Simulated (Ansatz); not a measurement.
```xyz
6

H    -0.4500   -0.7794    0.0000
H     0.9000    0.0000    0.0000
H    -0.4500    0.7794    0.0000
H     0.4500    0.7794    0.0000
H     0.4500   -0.7794    0.0000
H    -0.9000    0.0000    0.0000
```

Basis set: aug-cc-pVDZ (spherical functions). All electrons are correlated. Charge 0, multiplicity 1.

Computed with Ansatz (development build ahead of 0.2.0); each method stands on the lowest determinant of its kind that the runs found. Restricted open shells among the atoms or ions are ROHF, correlated in semicanonical orbitals with singles.

Question: Give the atomization energy at this shape (free ground-state atoms in the same class of orbitals less the molecule, no zero-point energy) of singlet H₆ by RHF-MP2, RHF.

Answer:

```
 method  atomization energy
RHF-MP2        928.0 kJ/mol
    RHF        624.8 kJ/mol
```

Caution: stretched shape with no unrestricted run beside it, a lower state can exist. Caution for RHF-MP2: bonds are stretched, where a single reference can fail.
